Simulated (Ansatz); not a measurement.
`CC(O)[SiH2]O` + H₂O → `O[SiH2]C(O)O` + CH₄  (formal hydrolysis of a C–C bond)

Gas-phase electronic energies from Ansatz, PBE0-D4/def2-TZVP geometries. CBS: MP2 limit from def2 TZ/QZ plus the TZ coupled-cluster correction, frozen cores. This one scheme is used for every species. DFT in def2-TZVPP. One conformer a species, not always the lowest.

`CC(O)[SiH2]O`:

Z-matrix (Å, degrees):
```
C
C 1 1.513
H 1 1.093 2 111.1
H 1 1.093 2 110.5 3 -120.0
H 1 1.092 2 110.5 3 119.9
O 2 1.442 1 107.1 3 62.4
Si 2 1.892 1 113.5 3 -54.0
H 2 1.099 1 108.9 3 -178.8
H 6 0.961 2 108.4 1 166.1
O 7 1.647 2 108.6 1 60.9
H 7 1.495 2 106.7 1 -179.1
H 7 1.485 2 114.0 1 -58.0
H 10 0.961 7 114.3 2 41.5
```

H₂O:

Z-matrix (Å, degrees):
```
O
H 1 0.960
H 1 0.960 2 105.1
```

`O[SiH2]C(O)O`:

Z-matrix (Å, degrees):
```
Si
C 1 1.902
O 1 1.653 2 106.1
H 1 1.481 2 110.3 3 -114.6
H 1 1.487 2 110.7 3 122.0
O 2 1.407 1 111.0 3 54.0
O 2 1.411 1 105.4 3 -67.2
H 2 1.097 1 113.4 3 171.5
H 3 0.960 1 115.6 2 68.1
H 6 0.964 2 108.1 1 -46.0
H 7 0.964 2 108.2 1 177.4
```

CH₄:

Cartesian coordinates in Å:
```
C 0.000 0.000 0.000
H -0.823 -0.355 0.619
H 0.921 -0.500 0.299
H 0.113 1.076 0.128
H -0.211 -0.222 -1.046
```

| level | ΔE (kcal/mol) |
| --- | --- |
| ωB97X-V | 1.1 |
| r2SCAN | 0.8 |
| MP2/def2-TZVPP | 3.8 |
| SCS-MP2/def2-TZVPP | 2.8 |
| CCSD(T)/def2-TZVPP | 2.6 |
| HF/def2-QZVPP | 0.2 |
| MP2/def2-QZVPP | 4.6 |
| HF/CBS(def2) | 0.3 |

Problem. What does CCSD(T)/CBS give? (An estimate is asked.)

Solution. The calculation gave: +3.8 kcal/mol. The listed levels differ from it by -2.7, -3.0, 0.0, -1.0, -1.2, -3.6, 0.8, -3.5 kcal/mol.

Largest T1 diagnostic among the species: 0.012.

From PBE to PBE0 (25 % exact exchange), in def2-TZVPP and without D4, ΔE moves by +0.9 kcal/mol. In def2-TZVPP, CCSD(T) changes the Hartree–Fock value by +2.7 kcal/mol (the triples alone add +0.0 kcal/mol) and MP2 by +3.9 kcal/mol.

CCSD(T)/CBS has its own doubt, a few kJ/mol and more with outer-core shells, so smaller differences from it don't rank the levels.
